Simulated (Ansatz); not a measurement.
Basis-set extrapolation for C₁₀H₂₀, SMILES `C=CCCCCCCCC` (PBE0-D4/def2-TZVP geometry, frozen core, the Gaussian-basis code of Ansatz). Multiplicity 1, RHF reference.

```json
{"": "HF", "def2-TZVPP": "-390.454755", "def2-QZVPP": "-390.472921"}
{"": "MP2 correlation", "def2-TZVPP": "-1.729915", "def2-QZVPP": "-1.836874"}
{"": "CCSD(T) correlation", "def2-TZVPP": "-1.909829", "def2-QZVPP": "not run"}
```

Energies in hartree. Use E(X) = E(∞) + A·exp(−7.88·√X) for Hartree–Fock and E(X) = E(∞) + B·X^(−2.97) for correlation, with X = 3 and 4, and add CCSD(T) minus MP2 of the smaller set to the MP2 limit.

Question: What is the CCSD(T) energy at the basis-set limit?

Answer: HF limit: -390.472921 + (-0.018166) × 0.13774 = -390.47542. MP2 limit: -1.836874 + (-0.106959) × 0.74074 = -1.91610. Higher-order term: -1.909829 − (-1.729915) = -0.17991. Total: -392.57143 hartree, 543.1 kJ/mol below CCSD(T)/def2-TZVPP.
